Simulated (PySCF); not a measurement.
Spectrum to structure. Level of theory: PySCF, TDDFT CAM-B3LYP/def2-SVPD, vertical, gas phase, core orbitals frozen in the response. Geometries: PBE0-D3(BJ)/def2-SVP, one conformer each.

```tsv
state	ν̃ (cm⁻¹)	f	main configurations (H = HOMO, L = LUMO)
S1	56400	0.019	H→L (86%)
S2	60410	0.0034	H→L+1 (67%), H→L+2 (13%)
S3	62630	0.032	H-1→L (48%), H→L+2 (19%), H-1→L+1 (12%)
S4	63280	0.033	H→L+2 (46%), H→L+1 (16%), H→L+3 (15%)
S5	63750	0.0072	H→L+3 (48%), H-1→L (13%), H→L+4 (12%)
S6	65130	0.0079	H-1→L+1 (34%), H→L+4 (33%), H-2→L (10%)
```

**Question.** Which structure fits? All have the formula C7H12O.
A. `CC[C@@H]1CCC(=O)C1`
B. `CO[C@@H]1C[C@@H]2CC[C@@H]21`
C. `CCO/C=C\CC=C`
D. `O=CC1CCCCC1`

**Answer.** B. Its S1, at 6.99 eV, is the highest among the candidates; the nearest of the others has S1 at 6.15 eV. S1 is HOMO→LUMO (86%). Löwdin shares by element: HOMO oxygen 38%, carbon 26% or more, hydrogen 6% or more (atoms not listed hold the other 30%); LUMO carbon 23% or more, hydrogen 17% or more (atoms not listed hold the other 60%). At the same level the other candidates give, for their lowest levels:
- `O=CC1CCCCC1`: 4.29 eV (f 0.000); 7.22 eV (f 0.019); 7.37 eV (f 0.003); 7.51 eV (f 0.035); 7.90 eV (f 0.015); T1 3.70 eV; HOMO -8.82, LUMO 0.41 eV
- `C=CC/C=C\OCC`: 6.15 eV (f 0.142); 6.21 eV (f 0.375); 6.76 eV (f 0.005); 6.99 eV (f 0.197); 7.04 eV (f 0.024); T1 4.04 eV; HOMO -7.61, LUMO 1.29 eV
- `CC[C@@H]1CCC(=O)C1`: 4.32 eV (f 0.000); 6.96 eV (f 0.024); 7.73 eV (f 0.002); 7.88 eV (f 0.022); 7.92 eV (f 0.004); HOMO -8.51, LUMO 0.61 eV

The values belong to the conformer `[CH3:1][O:2][C@@H:3]1[CH2:4][C@@H:5]2[CH2:6][CH2:7][C@H:8]12`: C1–O2–C3–C4 176°.
Triplets come from the Tamm–Dancoff approximation.
